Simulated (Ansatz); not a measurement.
Two isomers of Cl2H4OSi2: A = `O[Si]([SiH3])(Cl)Cl`, B = `[SiH3]O[SiH](Cl)Cl`.

Program: Ansatz. Geometries: PBE0-D4/def2-TZVP. ΔE: electronic, gas phase. CCSD(T)/CBS is the MP2 limit (def2-TZVPP, def2-QZVPP) plus CCSD(T) − MP2 in def2-TZVPP, frozen cores. DFT in def2-TZVPP. One conformer a species, not always the lowest.

A:

```xyz
9

O    -0.823   -0.758    1.585
Si   -0.135   -0.803    0.111
Si    0.398    1.366   -0.545
Cl    1.547   -1.984    0.154
Cl   -1.417   -1.677   -1.238
H    -1.104   -1.580    1.995
H     1.025    1.299   -1.889
H     1.350    1.955    0.430
H    -0.842    2.180   -0.604
```

B:

Z-matrix (Å, degrees):
```
Si
O 1 1.649
H 1 1.483 2 109.5
H 1 1.481 2 107.2 3 -119.7
H 1 1.483 2 109.6 3 120.7
Si 2 1.607 1 146.6 3 -62.2
Cl 6 2.039 2 110.0 1 56.7
Cl 6 2.039 2 110.0 1 -62.7
H 6 1.468 2 109.9 1 177.0
```

(1) Which isomer does CCSD(T)/CBS put lower? Give the gap. (Estimate.)

(2) Give E(B) − E(A) in kcal/mol with r2SCAN-D4, CCSD(T)/def2-SVP, PBE0-D4, ωB97M-V, CCSD(T)/def2-TZVPP, B2PLYP, HF/def2-TZVPP. (Best estimate.)

(3) Does the order hold for the free energy at 298.15 K (harmonic terms from PBE0-D4)? (Estimate.)

Largest T1 diagnostic: 0.011.

Results:

(1) Computed: B, by 25.2 kcal/mol.

(2) Ansatz gave: r2SCAN-D4 -23.2, CCSD(T)/def2-SVP -24.4, PBE0-D4 -20.6, ωB97M-V -25.3, CCSD(T)/def2-TZVPP -25.5, B2PLYP -26.1, HF/def2-TZVPP -31.9. None reverses the order clearly.

(3) Computed: Yes: G(B) − G(A) = -26.6 kcal/mol, for one conformer each. Modes under 60 cm⁻¹, often nearly free rotors, make the harmonic entropy too high.

In def2-TZVPP, CCSD(T) changes the Hartree–Fock value by +6.5 kcal/mol (the triples alone add +1.0 kcal/mol) and MP2 by +5.0 kcal/mol. From r2SCAN to r2SCAN0 (25 % exact exchange), in def2-TZVPP and without D4, E(B) − E(A) moves by −1.1 kcal/mol.
